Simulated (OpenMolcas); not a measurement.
**F4+: from CASSCF to CASPT2**

* Program: OpenMolcas
* Basis: ANO-RCC-VTZP [4s3p2d1f]
* Scalar Hamiltonian: DKH2, point nucleus
* Active space: 3 electrons in 8 orbitals (2s 2p 3s 3p)
* State averaging: 2S+1 = 4 odd, 1 root; 2S+1 = 2 odd, 8 roots; 2S+1 = 4 even, 3 roots; 2S+1 = 2 even, 9 roots
* Spin-orbit coupling: RASSI with atomic mean-field integrals over the reference wave functions, term energies averaged over their components

Methods on the same reference wave functions:
A. CASSCF
B. SS-CASPT2, IPEA 0.25 Eh, imaginary shift 0.1 Eh (closed shells correlated: 1s)
C. XMS-CASPT2, IPEA 0.25 Eh, imaginary shift 0.1 Eh (closed shells correlated: 1s)

Energies in cm-1 above 2s2 2p 2P* 1/2, the measured ground level; measured values from Moore, Atomic Energy Levels, vol. I, NSRDS-NBS 35 (1971 reprint of NBS Circular 467, 1949).

```csv
Level,A,B,C,Measured
2s2 2p 2P* 1/2,0.0,0.0,0.0,0.0
2s2 2p 2P* 3/2,730,730,730,746
2s 2p2 4P 1/2,80922,84720,85510,
2s 2p2 4P 3/2,81175,84970,85760,
2s 2p2 4P 5/2,81593,85390,86180,
2s 2p2 2D 3/2,158933,153810,154040,152898
2s 2p2 2D 5/2,158945,153820,154050,152876
2s 2p2 2S 1/2,200075,199490,200390,197565
2s 2p2 2P 1/2,225603,217040,217450,214881
2s 2p2 2P 3/2,226099,217530,217950,215348
2p3 4S* 3/2,274617,276380,277280,
```

Deviations, from unrounded energies. A percentage is the sum of absolute deviations over the sum of measured energies, with the sign that they share, or ± where signs differ.

```tsv
Against measurement	Levels	A	B	C
mean absolute deviation (cm-1)	6	6000	1400	1700
fine structure of the ground term (%)	1	-2.2	-2.2	-2.2
other configurations (%)	5	+3.9	+0.9	+1.1
```

B lies closest to measurement on these levels and A furthest from it. The largest miss of B in the table is 2s 2p2 2P 3/2, by +2200 cm-1. The ranking rests on the paired levels alone, and a cruder setting can come out closer through cancelling errors.

Between B and C the level of the table that moves most is 2p3 4S* 3/2, by 900 cm-1 (lowest in B, highest in C). Moves below CASPT2's spread within the term are not significant.

The lowest spin-free term lies below A's lowest term by 0.033 hartree in B, 0.037 hartree in C.

CASPT2 breaks the degeneracy within a term, and the mean is taken; among the terms shown or strongly mixed into the levels shown the widest spread is 28 cm-1 (2s 2p2 2D, C). Active for correlation alone: 3p 3s; no level in the range computed is led by a configuration that fills them, so any true level of that kind is missing. Measured partners are found by configuration, term and J. A level has none where our copy of the source lacks it or the pairing is in doubt (some pairs that miss far off the trend of their configuration count as doubtful), and it then counts in no deviation. Only configurations of the active space appear. The table leaves out levels that lie high or whose names do not pair safely across all columns.

* marks odd parity.
